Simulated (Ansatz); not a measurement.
Consider the formal exchange of groups at the Si–Ga bond: `C#C[Si](F)(F)[GaH2]` + `C/N=C(/C)Cl` → `C#C[Si](F)(F)Cl` + `C/N=[C](\C)[GaH2]`.

Calculated with Ansatz (gas phase, PBE0-D4/def2-TZVP geometries, no zero-point term in ΔE). CCSD(T)/CBS adds triple-zeta CCSD(T) − MP2 to the extrapolated MP2 energy (def2 sets, frozen cores). Double bonds are as drawn, so ΔE can hold a change between cis and trans. Functionals use def2-TZVPP. B3LYP here is the variant with VWN-RPA as its local correlation; programs differ in this. For Ga outer-core shells are correlated without core-valence functions, which leaves a few kJ/mol of doubt a bond. Scalar relativity is left out up to krypton.

`C#C[Si](F)(F)[GaH2]`:

Cartesian coordinates in Å:
```
C 0.046 2.551 -0.120
C 0.468 1.420 -0.092
Si 0.882 -0.351 -0.034
F 1.872 -0.578 1.194
F 1.728 -0.695 -1.339
Ga -1.121 -1.695 0.141
H -0.307 3.557 -0.145
H -1.703 -2.051 1.552
H -1.865 -2.159 -1.158
```

`C/N=C(/C)Cl`:

Z-matrix (Å, degrees):
```
C
N 1 1.433
H 1 1.094 2 113.8
H 1 1.093 2 108.6 3 122.0
H 1 1.093 2 108.6 3 -122.0
C 2 1.242 1 124.6 3 0.1
Cl 6 1.791 2 123.8 1 0.1
C 6 1.486 2 124.6 1 -179.9
H 8 1.092 6 110.1 2 120.9
H 8 1.092 6 110.1 2 -120.9
H 8 1.089 6 109.2 2 -0.0
```

`C#C[Si](F)(F)Cl`:

```xyz
7

C    -0.938    1.594    0.745
C    -0.338    0.653    0.292
Si    0.538   -0.762   -0.383
F     1.779   -1.108    0.521
F     1.081   -0.424   -1.821
Cl   -0.655   -2.380   -0.500
H    -1.468    2.428    1.146
```

`C/N=[C](\C)[GaH2]`:

Z-matrix (Å, degrees):
```
C
N 1 1.443
H 1 1.094 2 108.3
H 1 1.094 2 108.3 3 114.8
H 1 1.095 2 116.0 3 -122.6
C 2 1.275 1 121.1 3 122.9
Ga 6 1.986 2 112.6 1 180.0
C 6 1.511 2 125.2 1 -0.0
H 7 1.579 6 119.4 2 -179.8
H 7 1.565 6 119.1 2 0.2
H 8 1.090 6 111.0 2 179.8
H 8 1.095 6 111.4 2 59.6
H 8 1.095 6 111.4 2 -60.2
```

| level | ΔE (kJ/mol) | difference from CCSD(T)/CBS |
| --- | --- | --- |
| PBE-D4 | -69.0 | 30.6 |
| r2SCAN-D4 | -84.5 | 15.1 |
| PBE0-D4 | -80.4 | 19.2 |
| B3LYP-D4 | -83.6 | 16.0 |
| ωB97X-V | -90.8 | 8.8 |
| ωB97M-V | -95.8 | 3.8 |
| B2PLYP | -90.1 | 9.5 |
| PBE | -67.2 | 32.4 |
| r2SCAN | -84.0 | 15.6 |
| PBE0 | -79.0 | 20.6 |
| B3LYP | -80.8 | 18.8 |
| HF/def2-TZVPP | -104.1 | -4.5 |
| MP2/def2-TZVPP | -103.5 | -3.9 |
| SCS-MP2/def2-TZVPP | -101.9 | -2.3 |
| CCSD/def2-TZVPP | -101.1 | -1.5 |
| CCSD(T)/def2-TZVPP | -98.6 | 1.0 |
| HF/def2-QZVPP | -104.4 | -4.8 |
| MP2/def2-QZVPP | -104.2 | -4.6 |
| SCS-MP2/def2-QZVPP | -102.9 | -3.3 |
| HF/CBS(def2) | -104.4 | -4.8 |
| MP2/CBS(def2) | -104.5 | -4.9 |
| CCSD/CBS(def2) | -102.1 | -2.5 |
| CCSD(T)/CBS | -99.6 | 0 |

Largest T1 diagnostic among the species: 0.013.

From PBE to PBE0 (25 % exact exchange), in def2-TZVPP and without D4, ΔE moves by −11.8 kJ/mol.

CCSD(T)/CBS has its own doubt, a few kJ/mol and more with outer-core shells, so smaller differences from it don't rank the levels.
